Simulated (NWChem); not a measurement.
SiCl4 (silicon tetrachloride): name the method

SiCl4: 5 atoms, total charge 0, spin state singlet. SMILES: `Cl[Si](Cl)(Cl)Cl`. The shape is that of a PBE0-D4/def2-TZVP optimisation.

| atom | x (Å) | y (Å) | z (Å) |
| --- | --- | --- | --- |
| Cl | -0.9626 | -0.0876 | 1.7623 |
| Si | 0.0100 | -0.0147 | -0.0083 |
| Cl | 1.6554 | -1.1859 | 0.0781 |
| Cl | -1.2121 | -0.6769 | -1.4761 |
| Cl | 0.5593 | 1.8914 | -0.3975 |

A calculation with NWChem 7.3.0 gave:

The total energy is -2130.5106 Eh. The dipole moment is 0.00 D. The HOMO energy is -10.77 eV. The LUMO energy is 0.62 eV, the HOMO–LUMO gap is 11.39 eV and the largest force is 0.557 eV/Å.

**Question.** Which of these levels gave the numbers?
A. M06-L/cc-pVDZ
B. BHLYP/cc-pVDZ
C. TPSS/cc-pVDZ
D. PBE0/cc-pVDZ

**Answer.** B. The others give -2129.7860 Eh (PBE0/cc-pVDZ), -2130.5996 Eh (TPSS/cc-pVDZ), -2130.4991 Eh (M06-L/cc-pVDZ).
